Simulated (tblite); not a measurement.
C8H7 (doublet state).
SMILES with atom numbers: `[CH2:1]=[CH:2][c:3]1[cH:4][cH:5][c:6][cH:7][cH:8]1` (hydrogens: H9, H10 on C1; H11 on C2; H12 on C4; H13 on C5; H14 on C7; H15 on C8)
Bond orders are those of one Lewis drawing.

Computed with GFN2-xTB (tblite), gas phase: L-BFGS steps from a force-field or distance-geometry start until the largest atomic force falls under 0.01 eV/Å.

Step 0: E = -559.0231 eV
```
atom  x, y, z in Å  |  force x, y, z in eV/Å
C1      2.5067    0.6272    0.0172    0.077   1.282   0.508
C2      1.6330   -0.2971   -0.2965   -0.183  -1.040  -0.263
C3      0.2037   -0.2020   -0.1000   -0.445   0.343  -0.006
C4     -0.3889    0.9597    0.4244   -0.642  -0.508   0.048
C5     -1.7725    1.0406    0.6125   -0.674  -0.631  -0.313
C6     -2.5834   -0.0372    0.2311    2.245   0.363  -0.023
C7     -1.9811   -1.1617   -0.2984   -1.279  -0.337   0.031
C8     -0.6117   -1.2703   -0.4689   -0.090   0.628   0.250
H9      2.2345    1.5975    0.4500    0.214  -0.570  -0.258
H10     3.5326    0.4533   -0.1517    0.861   0.053  -0.073
H11     2.0119   -1.2402   -0.7156   -0.331   0.359   0.138
H12     0.2140    1.7992    0.7302   -0.027   0.000  -0.040
H13    -2.2166    1.9392    1.0312    0.142  -0.149  -0.068
H14    -2.5784   -2.0265   -0.5978   -0.002   0.293   0.097
H15    -0.2083   -2.1737   -0.8896    0.134  -0.085  -0.028
```

Step 1: E = -559.1163 eV
```
atom  x, y, z in Å  |  force x, y, z in eV/Å
C1      2.5078    0.6456    0.0245   -0.227  -0.860  -0.359
C2      1.6303   -0.3120   -0.3002    0.479   0.848   0.427
C3      0.1973   -0.1971   -0.1001   -0.065   0.109  -0.079
C4     -0.3981    0.9524    0.4251   -0.213   0.116   0.213
C5     -1.7821    1.0315    0.6080    0.164   0.371   0.063
C6     -2.5514   -0.0320    0.2308    0.631  -0.279  -0.151
C7     -1.9993   -1.1666   -0.2980    0.116  -0.212  -0.060
C8     -0.6129   -1.2613   -0.4654   -0.655  -0.059   0.008
H9      2.2375    1.5894    0.4463    0.000   0.138   0.057
H10     3.5449    0.4540   -0.1528    0.330   0.185   0.035
H11     2.0072   -1.2351   -0.7137   -0.140  -0.077  -0.047
H12     0.2136    1.7992    0.7296   -0.221  -0.215  -0.104
H13    -2.2146    1.9370    1.0303    0.096  -0.230  -0.102
H14    -2.5784   -2.0223   -0.5965   -0.309  -0.045  -0.007
H15    -0.2064   -2.1749   -0.8900    0.016   0.210   0.104
```

Step 2: E = -559.1434 eV
```
atom  x, y, z in Å  |  force x, y, z in eV/Å
C1      2.5050    0.6384    0.0214    0.573   0.040  -0.045
C2      1.6361   -0.3042   -0.2954   -0.306  -0.069   0.080
C3      0.1950   -0.1945   -0.1011   -0.101   0.034  -0.056
C4     -0.4030    0.9523    0.4281    0.067   0.086   0.125
C5     -1.7821    1.0344    0.6078    0.209   0.260   0.040
C6     -2.5356   -0.0345    0.2287    0.107  -0.136  -0.049
C7     -2.0021   -1.1705   -0.2987    0.156  -0.253  -0.091
C8     -0.6219   -1.2600   -0.4644   -0.100  -0.085  -0.059
H9      2.2382    1.5893    0.4462    0.040  -0.024  -0.016
H10     3.5522    0.4567   -0.1525    0.089   0.186   0.060
H11     2.0042   -1.2349   -0.7138   -0.171   0.046   0.014
H12     0.2106    1.7963    0.7281   -0.169  -0.142  -0.068
H13    -2.2128    1.9335    1.0287   -0.007  -0.078  -0.032
H14    -2.5825   -2.0219   -0.5962   -0.362  -0.111  -0.023
H15    -0.2057   -2.1724   -0.8887   -0.023   0.245   0.119
```

**Question.** Estimate the geometry and energy of step 3. (The exact step hangs on the optimiser's Hessian estimate; all steps are aligned on step 2, rigid shifts and turns removed.)

**Answer.** E = -559.1570 eV, largest force 0.337 eV/Å
```
atom  x, y, z in Å  |  force x, y, z in eV/Å
C1      2.5133    0.6368    0.0197    0.147   0.058   0.011
C2      1.6333   -0.3026   -0.2923   -0.095  -0.014   0.044
C3      0.1921   -0.1927   -0.1025   -0.126  -0.003  -0.015
C4     -0.4043    0.9534    0.4314    0.133  -0.043   0.014
C5     -1.7791    1.0395    0.6082    0.063  -0.105  -0.072
C6     -2.5261   -0.0376    0.2270   -0.009   0.053   0.034
C7     -2.0013   -1.1764   -0.3004   -0.041  -0.177  -0.052
C8     -0.6273   -1.2606   -0.4649    0.235   0.011  -0.052
H9      2.2393    1.5886    0.4458    0.091  -0.089  -0.049
H10     3.5571    0.4608   -0.1515    0.201   0.120   0.024
H11     2.0000   -1.2339   -0.7136   -0.183   0.057   0.029
H12     0.2066    1.7928    0.7263   -0.027   0.019  -0.003
H13    -2.2122    1.9307    1.0275   -0.088   0.079   0.038
H14    -2.5901   -2.0234   -0.5965   -0.322  -0.099  -0.015
H15    -0.2058   -2.1673   -0.8862    0.022   0.132   0.063
```

The energy changes by -0.0136 eV. The first-order estimate −F·Δx gives -0.0206 eV and the mean of the old and new forces, exact on a quadratic surface, -0.0136 eV. The step makes an angle of 31° with the force vector and moves no atom by more than 0.010 Å.

What follows is the cost of the whole relaxation. On one thread, Arm Neoverse V1 (aarch64), no GPU, on a shared host, this took 0.13 s wall.
